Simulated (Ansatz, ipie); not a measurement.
CH (SMILES [CH]), multiplicity 2, with the C1–H2 bond stretched and the rest rigid; cc-pVDZ, all electrons correlated; total energies in hartree.
Geometry at rest (charge 0, multiplicity 2):
```xyz
2

C      0.000     0.000    -0.161
H      0.000     0.000     0.963
```

Phaseless AFQMC takes the named determinant as trial and start, 200 walkers, a time step of 0.005 inverse hartree and 600 blocks of 25 steps, of which the first fifth is dropped; its bars are rough statistical errors and leave out the phaseless and time-step bias. At long bonds its restricted trial need not be the state that the restricted coupled-cluster runs follow.

Codes used: Ansatz (Gaussian orbitals); ipie for AFQMC. Values without a source in brackets are computed.

| level | R = 1.12 Å | R = 1.46 Å | R = 1.80 Å | R = 2.25 Å | R = 2.92 Å |
|---|---|---|---|---|---|
| U-HF | -38.2758 | -38.2366 | -38.1985 | -38.1877 | -38.1860 |
| RO-MP2 | -38.3538 | -38.3210 | -38.2703 | -38.2153 | -38.1698 |
| U-MP2 | -38.3500 | -38.3170 | -38.2649 | -38.2439 | -38.2396 |
| RO-CCSD | -38.3794 | -38.3508 | -38.3077 | -38.2695 | -38.2588 |
| U-CCSD | -38.3791 | -38.3507 | -38.3073 | -38.2716 | -38.2609 |
| RO-CCSD(T) | -38.3813 | -38.3533 | -38.3117 | -38.2771 | -38.2626 |
| U-CCSD(T) | -38.3810 | -38.3533 | -38.3110 | -38.2746 | -38.2620 |
| AFQMC@ROHF | -38.3806 ± 0.0012 | -38.3503 ± 0.0010 | -38.2997 ± 0.0011 | -38.2498 ± 0.0015 | -38.2060 ± 0.0022 |
| AFQMC@UHF | -38.3772 ± 0.0008 | -38.3483 ± 0.0010 | -38.3080 ± 0.0009 | -38.2554 ± 0.0010 | -38.2572 ± 0.0006 |
| FCI | -38.3819 | -38.3541 | -38.3129 | -38.2784 | -38.2637 |

AFQMC runs whose block means still drift are left out.

Doubts at one or more of the structures used: a spin-contaminated determinant (U-HF/cc-pVDZ, U-MP2/cc-pVDZ, U-CCSD/cc-pVDZ, U-CCSD(T)/cc-pVDZ); other coupled-cluster roots lie near (RO-CCSD/cc-pVDZ, RO-CCSD(T)/cc-pVDZ); T1 above 0.05 (RO-CCSD/cc-pVDZ, U-CCSD/cc-pVDZ, RO-CCSD(T)/cc-pVDZ, U-CCSD(T)/cc-pVDZ).

Ansatz is a program for electronic structure.
